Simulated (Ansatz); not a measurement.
A single point on `[SiH3]C1C[SiH2]C1`.

```yaml
crystal:
  periodic: [false, false, false]
  atoms:
    - {symbol: Si, position_ang: [-1.218526, 1.362097, 0.637959]}
    - {symbol: C, position_ang: [0.164909, 0.631553, -0.398859]}
    - {symbol: C, position_ang: [1.305944, 0.023315, 0.482987]}
    - {symbol: Si, position_ang: [0.603222, -1.675246, 0.065582]}
    - {symbol: C, position_ang: [-0.303237, -0.623146, -1.208950]}
    - {symbol: H, position_ang: [-0.713686, 2.495874, 1.459846]}
    - {symbol: H, position_ang: [-2.325403, 1.844379, -0.232669]}
    - {symbol: H, position_ang: [-1.761022, 0.321098, 1.555231]}
    - {symbol: H, position_ang: [0.529695, 1.431932, -1.051607]}
    - {symbol: H, position_ang: [2.289759, 0.185284, 0.035730]}
    - {symbol: H, position_ang: [1.350287, 0.358635, 1.520412]}
    - {symbol: H, position_ang: [1.533017, -2.737135, -0.412758]}
    - {symbol: H, position_ang: [-0.267265, -2.265465, 1.118633]}
    - {symbol: H, position_ang: [0.169820, -0.666353, -2.193076]}
    - {symbol: H, position_ang: [-1.379315, -0.737522, -1.349159]}
basis:
  gaussian: {orbitals: def2-TZVPP}
hamiltonian: {xc: pbe}
correlation: {method: rpa}
```

```sh
$ ansatz run in.yaml --threads 4 --pin off --events-out ev --progress --plain --max-ram 10444MiB
```

Output, abridged:

```
Functional definition: PBE
1808 factors; integrals over basis functions are off by at most 1.0e-3 eV
mean field evaluation 1: about -19000.2978 eV, gradient 8.3e1 eV
mean field evaluation 2: about -19000.2828 eV, gradient 8.3e1 eV
mean field evaluation 4: about -19016.3004 eV, gradient 1.9e1 eV
mean field evaluation 8: about -19017.3235 eV, gradient 4.5e-1 eV
mean field evaluation 16: about -19017.3236 eV, gradient 1.4e-4 eV
mean field -19017.32355611 eV, -698.8737502823 hartree, gradient 7.9e-6 eV, S^2 0.000000; 0 other end points of the search recorded, 0 dependent functions left out
13 core orbitals not correlated: weight in the atoms' cores, before any rotation towards them, 1.000 or more for the frozen orbitals, at most 0.000 for the correlated occupied ones
reference -18973.49408784 eV, -697.2630470321 hartree; 15, 15 occupied and 289, 289 virtual orbitals, 1808 factors
Total energy: -19010.69859653 eV, -698.6302875083 hartree
```

It took 6.5 s on 4 threads of an Intel Xeon Platinum 8488C on a shared host, with 1 GiB of host memory at the peak.
